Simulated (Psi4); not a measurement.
CHCl2 (SMILES Cl[CH]Cl), doublet, at a GFN2-xTB geometry, atoms displaced at random by about 0.02 Å a coordinate; PBE/3-21G (Psi4).

Input for Psi4:
```
memory 2 GB

molecule mol {
0 2
  Cl   -1.432951   -0.191856    0.022720
  C     0.033427    0.664753    0.210853
  Cl    1.437183   -0.162999   -0.090396
  H    -0.012326    1.690825   -0.126289
}

set basis 3-21g
set reference uks
set hess_update powell

optimize('pbe')
print_variables()
```

It wrote (shortened):

```
gradient() will perform analytic gradient computation.

   => Loading Basis Set <=

    Name: 3-21G
    Role: ORBITAL
    Keyword: BASIS

         ---------------------------------------------------------
                                   SCF
               by Justin Turney, Rob Parrish, Andy Simmonett
                          and Daniel G. A. Smith
                              UKS Reference
         ---------------------------------------------------------

  ==> Geometry <==

    Molecular point group: c1
    Full point group: C1

    Geometry (in Angstrom), charge = 0, multiplicity = 2:

       Center              X                  Y                   Z               Mass
    ------------   -----------------  -----------------  -----------------  -----------------
         CL          -1.439421387622    -0.158969593158     0.022281076887    34.968852682000
         C            0.026956612378     0.697639406842     0.210414076887    12.000000000000
         CL           1.430712612378    -0.130112593158    -0.090834923113    34.968852682000
         H           -0.018796387622     1.723711406842    -0.126727923113     1.007825032230

  Running in c1 symmetry.

  Rotational constants: A =      1.54287  B =      0.11662  C =      0.10881 [cm^-1]
  Rotational constants: A =  46254.01903  B =   3496.08911  C =   3262.00880 [MHz]
  Nuclear repulsion =  127.966084333473617

  Charge       = 0
  Multiplicity = 2
  Electrons    = 41
  Nalpha       = 21
  Nbeta        = 20

  ==> Algorithm <==

  SCF Algorithm Type is DF.
  DIIS enabled.
  MOM disabled.
  Fractional occupation disabled.
  Guess Type is SAD.
  Energy threshold   = 1.00e-08
  Density threshold  = 1.00e-08
  Integral threshold = 1.00e-12

  ==> Primary Basis <==

  Basis Set: 3-21G
    Blend: 3-21G
    Number of shells: 21
    Number of basis functions: 37
    Number of Cartesian functions: 37
    Spherical Harmonics?: false
    Max angular momentum: 1

  ==> DFT Potential <==

   => LibXC <=

    Version 7.1.2
    S. Lehtola, C. Steigemann, M. J. T. Oliveira, and M. A. L. Marques,  SoftwareX 7, 1–5 (2018) (10.1016/j.softx.2017.11.002)

   => Composite Functional: PBE <=

    PBE GGA Exchange-Correlation Functional

    J.P. Perdew et. al., Phys. Rev. Lett., 77(18), 3865-3868, 1996

    Deriv               =              1
    GGA                 =           TRUE
    Meta                =          FALSE

    Exchange Hybrid     =          FALSE
    MP2 Hybrid          =          FALSE

   => Exchange Functionals <=

    1.0000     XC_GGA_X_PBE

   => Correlation Functionals <=

    1.0000     XC_GGA_C_PBE

   => LibXC Density Thresholds  <==

    XC_GGA_C_PBE:  1.00E-12
    XC_GGA_X_PBE:  1.00E-15

   => Molecular Quadrature <=

    Radial Scheme          =       TREUTLER
    Pruning Scheme         =           NONE
    Nuclear Scheme         =       TREUTLER

    Blocking Scheme        =         OCTREE
    BS radius alpha        =              1
    Pruning alpha          =              1
    Radial Points          =             75
    Spherical Points       =            302
    Total Points           =          82939
    Total Blocks           =            683
    Max Points             =            256
    Max Functions          =             35
    Weights Tolerance      =       1.00E-15

   => Loading Basis Set <=

    Name: (3-21G AUX)
    Role: JKFIT
    Keyword: DF_BASIS_SCF

  ==> Integral Setup <==

  SCF_SUBTYPE=INCORE selected. In-core MEM_DF algorithm will be used.
  Using in-core AOs.

  ==> MemDFJK: Density-Fitted J/K Matrices <==

    J tasked:                   Yes
    K tasked:                    No
    wK tasked:                   No
    Algorithm:                 Core
    Schwarz Cutoff:           1E-12
    Mask sparsity (%):       3.9445
    Fitting Condition:        1E-10

   => Auxiliary Basis Set <=

  Basis Set: (3-21G AUX)
    Blend: DEF2-UNIVERSAL-JKFIT
    Number of shells: 107
    Number of basis functions: 419
[...]
  @DF-UKS Final Energy:  -953.93902694865403
    Total Energy =                       -953.9390269486540319
  @DF-UKS Final Energy:  -953.93997222770838
    Total Energy =                       -953.9399722277083811
  @DF-UKS Final Energy:  -953.94033678991718
    Total Energy =                       -953.9403367899171826
  @DF-UKS Final Energy:  -953.94051253971998
    Total Energy =                       -953.9405125397199754
  @DF-UKS Final Energy:  -953.94053657100631
    Total Energy =                       -953.9405365710063052
  @DF-UKS Final Energy:  -953.94054447750523
    Total Energy =                       -953.9405444775052274
  @DF-UKS Final Energy:  -953.94054517828044
    Total Energy =                       -953.9405451782804448
[...]

    			-----------------------------------------

	                            ===> Fragment 1 <==

	 Z (Atomic Numbers)          Masses                          Geom
	      17.000000            34.968853         -2.90247494 -0.31708812  0.04194268
	       6.000000            12.000000          0.00606468  1.43399307  0.45993764
	      17.000000            34.968853          2.90144134 -0.27211378 -0.19243407
	       1.000000             1.007825         -0.03634804  3.36943176 -0.25474698

	 - Coordinate -           - BOHR/RAD -       - ANG/DEG -
	 R(1,2)           =         3.420615           1.810112
	 R(2,3)           =         3.423389           1.811580
	 R(2,4)           =         2.063612           1.092017
	 B(1,2,3)         =         2.027218         116.151049
	 B(1,2,4)         =         2.004602         114.855257
	 B(3,2,4)         =         2.002919         114.758787
	 O(1,2,3,4)       =        -0.645589         -36.989517
	 O(3,2,1,4)       =         0.646175          37.023126
	 O(4,2,1,3)       =        -0.654382         -37.493334

	        --- Internal Coordinate Step in ANG or DEG, aJ/ANG or AJ/DEG ---
	-------------------------------------------------------------------------------
	           Coordinate      Previous         Force          Change          New
	           ----------      --------        ------          ------        ------
	               R(1,2)       1.81011        0.00155        0.00027       1.81038
	               R(2,3)       1.81158       -0.00143       -0.00034       1.81124
	               R(2,4)       1.09202        0.00007        0.00001       1.09203
	             B(1,2,3)     116.15105        0.00000        0.01069     116.16174
	             B(1,2,4)     114.85526       -0.00000       -0.02359     114.83167
	             B(3,2,4)     114.75879        0.00000        0.01976     114.77854
	           O(1,2,3,4)     -36.98952       -0.00000        0.00275     -36.98677
	           O(3,2,1,4)      37.02313       -0.00000       -0.01786      37.00527
	           O(4,2,1,3)     -37.49333       -0.00000        0.00577     -37.48757
	-------------------------------------------------------------------------------

	                                 ==> Convergence Check <==

	Measures of convergence in internal coordinates in au.

	Criteria marked as inactive (o), active & met (*), and active & unmet ( ).

	----------------------------------------------------------------------------------------------
	   Step    Total Energy     Delta E     Max Force     RMS Force      Max Disp      RMS Disp
	----------------------------------------------------------------------------------------------
	  Convergence Criteria     1.00e-06 *    3.00e-04 *             o    1.20e-03 *             o
	----------------------------------------------------------------------------------------------
	     8    -953.94054518   -7.01e-07 *    1.89e-04 *    8.83e-05 o    6.34e-04 *    3.48e-04 o  ~
	----------------------------------------------------------------------------------------------

Next Geometry in Ang
	Fragment 1 (Ang)

	   Cl  -1.5360651992  -0.1677486920   0.0221932362
	    C   0.0034666762   0.7587564466   0.2433233896
	   Cl   1.5353566488  -0.1439163859  -0.1017847193
	    H  -0.0193303459   1.7829793668  -0.1347862992

    Final optimized geometry and variables:
    Molecular point group: c1
    Full point group: C1

    Geometry (in Angstrom), charge = 0, multiplicity = 2:

    CL          -1.535923592417    -0.167795807223     0.022195108378
    C            0.003209288272     0.758836451232     0.243388518729
    CL           1.535376637236    -0.143996411317    -0.101831723574
    H           -0.019234553123     1.783026502887    -0.134806296266

  Variable Map:
  ----------------------------------------------------------------------------
[...]
  Array Variable Map:
  ----------------------------------------------------------------------------
[...]
Optimizer: Optimization complete!
```
